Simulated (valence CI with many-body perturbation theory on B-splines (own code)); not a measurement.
## W⁴¹⁺ in three bases

Calculated by valence CI with perturbative core correlation (CI+MBPT): five valence electrons over a frozen Dirac-Fock core [Ar] 3d10, radial functions for each j: 9 s, 9 p, 8 d, 6 f, 3 g, 1 h, with the one-electron correlation potential Σ1, the two-electron term Σ2, the three-electron term Σ3, Breit, model QED; selected CI, second order for the rest, scaled by the run's own slope (own B-spline code, finite nucleus).

The last digits are not significant, and no measured levels were compared; by estimate large intervals hold to a few tenths of a per cent, small ones and those within an open d or f shell to about a per cent. Among the levels kept, up to 770 cm⁻¹ of a level comes from second order outside the variational space, and about a tenth of that is noise between levels of different J, which matters for small intervals.

The reference run has the lowest level (4s^2 4p1/2^2 4p3/2) J=3/2 and an ionisation energy of 1996.39 eV. Its largest variational space holds 20000 state functions.

Levels are named by their leading jj configuration (3d3/2^4 stands for four electrons in 3d with j = 3/2), which in mixed levels can hold well under half, so a name can repeat and another be missing. Letters in brackets count levels of one name in rising energy.

Changed runs:
A. basis 6 s, 6 p, 5 d, 3 f, 1 g
B. basis 5 s, 5 p, 4 d, 2 f

Excitation energies of the reference run in cm⁻¹, and shifts in cm⁻¹:

```
                             Level  Reference      A      B
        (4s^2 4p1/2 4p3/2^2) J=3/2     718530   -155   -561
        (4s^2 4p1/2 4p3/2^2) J=5/2     762561   -5.5    +23
        (4s^2 4p1/2 4p3/2^2) J=1/2     817948    +54   +271
        (4s^2 4p1/2^2 4d3/2) J=3/2    1240630   +152   +809
        (4s^2 4p1/2^2 4d5/2) J=5/2    1425370   +2.1   +120
        (4s 4p1/2^2 4p3/2^2) J=5/2    1541270    +70   +376
              (4s^2 4p3/2^3) J=3/2    1544400    -73   -180
        (4s 4p1/2^2 4p3/2^2) J=1/2    1630120   +6.2    +92
        (4s 4p1/2^2 4p3/2^2) J=3/2    1647010    +14   +132
(4s^2 4p1/2 4p3/2 4d3/2) J=5/2 [a]    1955450   +8.3   +204
(4s^2 4p1/2 4p3/2 4d3/2) J=3/2 [a]    1957470    -46   +4.4
(4s^2 4p1/2 4p3/2 4d3/2) J=1/2 [a]    1960080    -67    -77
            Ionisation energy (eV)    1996.39  -0.05  -0.18
```
